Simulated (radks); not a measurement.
Task: These are the eigenvalues of the occupied orbitals of an atom or ion with whole-number occupations (hartree). All-electron calculation, scalar-relativistic Kohn-Sham, LDA (Slater exchange, VWN5 correlation), spin-unpolarised, spherical densities, finite nucleus; Fermi nuclear charge, rms radius of each element as measured or else 0.836 A^(1/3) + 0.57 fm. Program: a radial shooting solver on a logarithmic mesh with Libxc functionals.

| orbital | eigenvalue |
|---|---|
| 1s | -2038.047 |
| 2s | -341.6108 |
| 2p | -302.9024 |
| 3s | -76.91521 |
| 3p | -65.08214 |
| 3d | -50.01964 |
| 4s | -15.81196 |
| 4p | -11.90981 |
| 4d | -6.63298 |
| 5s | -2.53085 |
| 5p | -1.59933 |
| 4f | -0.87758 |
| 5d | -0.56652 |

Which element is it, and in what charge state? The configuration may be excited.

Result: Z = 67, holmium, charge +2: Ho2+ in [Xe] 4f10 5d1. The list shows which subshells hold electrons but not how many an open one holds; the 1s level, -2038 hartree, gives Z - s = 63.8 by -(Z - s)^2/2, which with screening and relativity narrows Z to a few neighbours, and the depths of the outer levels then fix element, charge and occupations together.
